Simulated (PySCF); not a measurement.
The 18-electron isoelectronic series, spin-free X2C

All values are computed (PySCF 2.14, energy differences of UHF-based or UKS calculations, no spin-orbit coupling). Each ion has its own even-tempered basis scaled to its charge (19s12p5d4f for the first); frozen: 1s2. Ionisation energies in eV, correlation energies of the ion in mhartree.

```json
{"ion": "Ni¹⁰⁺", "configuration": "[Ar] (1S)", "UHF": "319.16", "LDA": "320.63", "PBE": "320.38", "PBE0": "320.52", "r2SCAN": "320.78", "MP2 (outer shells)": "320.06", "CCSD (outer shells)": "319.92", "E_corr MP2": "-585.0", "E_corr CCSD(T)": "-598.6", "NIST (with spin-orbit, Breit and QED)": "319.5 ± 0.7 (s)"}
{"ion": "Cu¹¹⁺", "configuration": "[Ar] (1S)", "UHF": "366.91", "LDA": "368.39", "PBE": "368.15", "PBE0": "368.29", "r2SCAN": "368.56", "MP2 (outer shells)": "367.82", "CCSD (outer shells)": "367.67", "E_corr MP2": "-587.8", "E_corr CCSD(T)": "-601.1", "NIST (with spin-orbit, Breit and QED)": "367 ± 0.9 (s)"}
{"ion": "Zn¹²⁺", "configuration": "[Ar] (1S)", "UHF": "417.75", "LDA": "419.23", "PBE": "419.01", "PBE0": "419.16", "r2SCAN": "419.46", "MP2 (outer shells)": "418.66", "CCSD (outer shells)": "418.52", "E_corr MP2": "-590.1", "E_corr CCSD(T)": "-603.1", "NIST (with spin-orbit, Breit and QED)": "417.6 ± 1.2 (s)"}
{"ion": "Ga¹³⁺", "configuration": "[Ar] (1S)", "UHF": "471.71", "LDA": "473.20", "PBE": "472.98", "PBE0": "473.13", "r2SCAN": "473.45", "MP2 (outer shells)": "472.63", "CCSD (outer shells)": "472.49", "E_corr MP2": "-593.0", "E_corr CCSD(T)": "-605.8", "NIST (with spin-orbit, Breit and QED)": "471.2 ± 1.4 (s)"}
{"ion": "Ge¹⁴⁺", "configuration": "[Ar] (1S)", "UHF": "528.76", "LDA": "530.24", "PBE": "530.05", "PBE0": "530.20", "r2SCAN": "530.51", "MP2 (outer shells)": "529.68", "CCSD (outer shells)": "529.55", "E_corr MP2": "-596.9", "E_corr CCSD(T)": "-609.7", "NIST (with spin-orbit, Breit and QED)": "527.9 ± 1.6 (s)"}
{"ion": "As¹⁵⁺", "configuration": "[Ar] (1S)", "UHF": "588.92", "LDA": "590.40", "PBE": "590.22", "PBE0": "590.37", "r2SCAN": "590.70", "MP2 (outer shells)": "589.85", "CCSD (outer shells)": "589.71", "E_corr MP2": "-599.3", "E_corr CCSD(T)": "-611.8", "NIST (with spin-orbit, Breit and QED)": "587.6 ± 1.9 (s)"}
{"ion": "Se¹⁶⁺", "configuration": "[Ar] (1S)", "UHF": "652.18", "LDA": "653.66", "PBE": "653.50", "PBE0": "653.65", "r2SCAN": "654.00", "MP2 (outer shells)": "653.15", "CCSD (outer shells)": "653.01", "E_corr MP2": "-609.8", "E_corr CCSD(T)": "-623.0", "NIST (with spin-orbit, Breit and QED)": "650.5 ± 2.1 (s)"}
{"ion": "Br¹⁷⁺", "configuration": "[Ar] (1S)", "UHF": "718.58", "LDA": "720.05", "PBE": "719.90", "PBE0": "720.06", "r2SCAN": "720.42", "MP2 (outer shells)": "719.55", "CCSD (outer shells)": "719.41", "E_corr MP2": "-611.4", "E_corr CCSD(T)": "-624.5", "NIST (with spin-orbit, Breit and QED)": "716.3 ± 2.3 (s)"}
{"ion": "Kr¹⁸⁺", "configuration": "[Ar] (1S)", "UHF": "788.09", "LDA": "789.55", "PBE": "789.42", "PBE0": "789.58", "r2SCAN": "789.97", "MP2 (outer shells)": "789.06", "CCSD (outer shells)": "788.92", "E_corr MP2": "-614.1", "E_corr CCSD(T)": "-627.0", "NIST (with spin-orbit, Breit and QED)": "785.32 (s)"}
{"ion": "Rb¹⁹⁺", "configuration": "[Ar] (1S)", "UHF": "860.73", "LDA": "862.18", "PBE": "862.07", "PBE0": "862.23", "r2SCAN": "862.61", "MP2 (outer shells)": "861.69", "CCSD (outer shells)": "861.56", "E_corr MP2": "-615.0", "E_corr CCSD(T)": "-627.8", "NIST (with spin-orbit, Breit and QED)": "857 ± 3 (s)"}
```

Each ion has its own basis, which adds noise of up to about 0.1 % along the series.

NIST values marked (s) are semi-empirical, (t) theoretical. Open shells are high-spin determinants of the terms that Hund's rules give.

Spin-orbit coupling of the open shells is absent from the calculated values and included in NIST's; it grows fast with Z.
